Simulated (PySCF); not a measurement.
C₂H₉N₃Si, SMILES C/C=N/[SiH](N)N. Atoms are numbered in the order given.

```xyz
15

C      3.0618     0.3054    -0.5957
C      1.7657     0.0897     0.1173
N      0.6405     0.0938    -0.4611
Si    -0.8700    -0.1437     0.4148
N     -1.6501    -1.3938    -0.4665
N     -1.9298     1.2087     0.4591
H      3.7288    -0.5603    -0.4472
H      2.8860     0.4588    -1.6686
H      3.5875     1.1797    -0.1764
H      1.8703    -0.0771     1.2175
H     -0.5345    -0.4054     1.8587
H     -2.5323    -1.7887    -0.1670
H     -1.1027    -2.0402    -1.0208
H     -1.8037     1.9361     1.1528
H     -2.3083     1.5768    -0.4066
```

Geometry: PBE0-D3(BJ)/def2-SVP. The structure was generated by enumeration; whether it is a known compound was not checked. The values are those of a single conformer.

Method: r2SCAN/def2-TZVP (PySCF).

Atomic charges (e):

```tsv
atom	meta-Löwdin	Löwdin
C1	-0.36	[?]
C2	0.09	-0.27
N3	-0.52	-0.01
Si4	1.06	0.00
N5	-0.76	[?]
N6	-0.75	[?]
H7	0.13	0.13
H8	0.13	0.13
H9	0.13	0.13
H10	0.06	0.11
H11	-0.18	[?]
H12	0.24	[?]
H13	0.24	[?]
H14	0.24	[?]
H15	0.24	[?]
```

Q: Complete the blanks. (An estimate is asked for; the answer gives what the named calculation found.)

A: 
- C1, Löwdin: -0.29
- N5, Löwdin: -0.25
- N6, Löwdin: -0.25
- H11, Löwdin: -0.06
- H12, Löwdin: 0.16
- H13, Löwdin: 0.16
- H14, Löwdin: 0.16
- H15, Löwdin: 0.16

Q: Give the Mayer and Wiberg (Löwdin basis) orders of the bonds. (The exact figures need the calculation; the answer reports its results.)

A: 
```csv
bond,Mayer,Wiberg
C1–C2,0.95,1.34
C2–N3,1.96,2.32
N3–Si4,1.01,1.24
Si4–N5,1.17,1.53
Si4–N6,1.19,1.53
C1–H7,0.95,0.88
C1–H8,0.97,0.90
C1–H9,0.95,0.88
C2–H10,0.94,0.84
Si4–H11,0.91,0.88
N5–H12,0.92,0.96
N5–H13,0.92,0.95
N6–H14,0.92,0.96
N6–H15,0.91,0.95
```
